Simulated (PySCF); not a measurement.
Circular dichroism: `CC[Si@@H]1[SiH2][SiH2][C@H]1F`, C$_{3}$H$_{11}$FSi$_{3}$

Molfile (atoms numbered from 1):
```
C3H11FSi3
     RDKit          3D

 18 18  0  0  0  0  0  0  0  0999 V2000
    2.0327   -0.2262    0.6819 C   0  0  0  0  0  0  0  0  0  0  0  0
    1.7666   -0.2581   -0.8177 C   0  0  0  0  0  0  0  0  0  0  0  0
   -0.0493    0.1411   -1.2553 Si  0  0  2  0  0  4  0  0  0  0  0  0
   -1.0470    1.8189    0.0577 Si  0  0  0  0  0  4  0  0  0  0  0  0
   -1.9757   -0.0510    1.1256 Si  0  0  0  0  0  4  0  0  0  0  0  0
   -1.2435   -1.1148   -0.3414 C   0  0  1  0  0  0  0  0  0  0  0  0
   -2.2894   -1.4528   -1.2153 F   0  0  0  0  0  0  0  0  0  0  0  0
    1.8245    0.7606    1.0902 H   0  0  0  0  0  0  0  0  0  0  0  0
    1.4036   -0.9472    1.1999 H   0  0  0  0  0  0  0  0  0  0  0  0
    3.0725   -0.4679    0.8973 H   0  0  0  0  0  0  0  0  0  0  0  0
    2.4220    0.4607   -1.3108 H   0  0  0  0  0  0  0  0  0  0  0  0
    2.0410   -1.2403   -1.2063 H   0  0  0  0  0  0  0  0  0  0  0  0
   -0.1959   -0.0019   -2.7107 H   0  0  0  0  0  0  0  0  0  0  0  0
   -1.9878    2.7285   -0.6105 H   0  0  0  0  0  0  0  0  0  0  0  0
   -0.1908    2.7245    0.8405 H   0  0  0  0  0  0  0  0  0  0  0  0
   -1.3706   -0.5072    2.3846 H   0  0  0  0  0  0  0  0  0  0  0  0
   -3.4154   -0.2830    1.2380 H   0  0  0  0  0  0  0  0  0  0  0  0
   -0.8064   -2.0774   -0.0592 H   0  0  0  0  0  0  0  0  0  0  0  0
  1  2  1  0
  2  3  1  0
  3  4  1  0
  4  5  1  0
  5  6  1  0
  6  7  1  0
  6  3  1  0
  1  8  1  0
  1  9  1  0
  1 10  1  0
  2 11  1  0
  2 12  1  0
  3 13  1  6
  4 14  1  0
  4 15  1  0
  5 16  1  0
  5 17  1  0
  6 18  1  1
M  END
```

Theory: TDDFT LC-wPBE/def2-SVPD circular dichroism and optical rotation, one conformer, gas phase in PySCF 2.14.0. Geometry: GFN2-xTB.

The molecule is flexible and this is one conformer; a measurement averages over conformers.

**Question.** What are the CIP labels of the stereocentres?

**Answer.** Si3 S, C6 R.

**Question.** List the lowest 16 singlet excitations with oscillator and rotatory strengths.

**Answer.** Rotatory strengths R in 10⁻⁴⁰ esu² cm², velocity form and length form (origin at the centre of mass); f in length form.
| state | E (eV) | λ (nm) | f | R (velocity) | R (length) | main |
| --- | --- | --- | --- | --- | --- | --- |
| 1 | 5.40 | 230 | 0.0005 | -0.5 | -0.4 | HOMO→LUMO 0.90 |
| 2 | 5.84 | 212 | 0.002 | -3.3 | -3.3 | HOMO−1→LUMO 0.88 |
| 3 | 6.06 | 205 | 0.013 | +8.5 | +8.4 | HOMO−2→LUMO 0.93 |
| 4 | 6.48 | 191 | 0.107 | -28.4 | -28.6 | HOMO−1→LUMO+1 0.55, HOMO→LUMO+1 0.29 |
| 5 | 6.85 | 181 | 0.124 | +15.9 | +15.6 | HOMO→LUMO+1 0.53, HOMO−1→LUMO+1 0.30 |
| 6 | 7.10 | 175 | 0.018 | -0.9 | -0.9 | HOMO−2→LUMO+1 0.73, HOMO→LUMO+2 0.09 |
| 7 | 7.38 | 168 | 0.110 | -51.0 | -50.2 | HOMO−2→LUMO+2 0.48, HOMO→LUMO+2 0.20 |
| 8 | 7.43 | 167 | 0.166 | +5.4 | +4.6 | HOMO→LUMO+2 0.47, HOMO−2→LUMO+2 0.20 |
| 9 | 7.76 | 160 | 0.029 | -11.3 | -11.8 | HOMO−1→LUMO+2 0.61, HOMO−3→LUMO 0.13 |
| 10 | 7.82 | 159 | 0.080 | +21.7 | +21.2 | HOMO−3→LUMO 0.69, HOMO−1→LUMO+2 0.14 |
| 11 | 8.00 | 155 | 0.003 | +4.9 | +4.6 | HOMO→LUMO+3 0.47, HOMO→LUMO+4 0.21 |
| 12 | 8.12 | 153 | 0.043 | +99.7 | +98.1 | HOMO−3→LUMO+1 0.64 |
| 13 | 8.23 | 151 | 0.003 | -5.1 | -5.6 | HOMO−1→LUMO+3 0.29, HOMO−1→LUMO+7 0.15 |
| 14 | 8.34 | 149 | 0.014 | -2.3 | -3.0 | HOMO−2→LUMO+3 0.21, HOMO−2→LUMO+4 0.20 |
| 15 | 8.39 | 148 | 0.025 | -33.2 | -30.9 | HOMO→LUMO+7 0.13, HOMO−4→LUMO 0.13 |
| 16 | 8.47 | 146 | 0.057 | +28.2 | +27.7 | HOMO−2→LUMO+3 0.17, HOMO−7→LUMO 0.09 |

Among the states computed, the strongest CD band (largest |R|) is state 12. The largest dissymmetry factor in size, g = 4R/(D+G), with D and G the electric and magnetic dipole strengths, is +0.027 for state 12 (velocity form, f = 0.045), among bands with |R| over 0.5. The mirror image has the same energies and oscillator strengths and all R with the opposite sign.
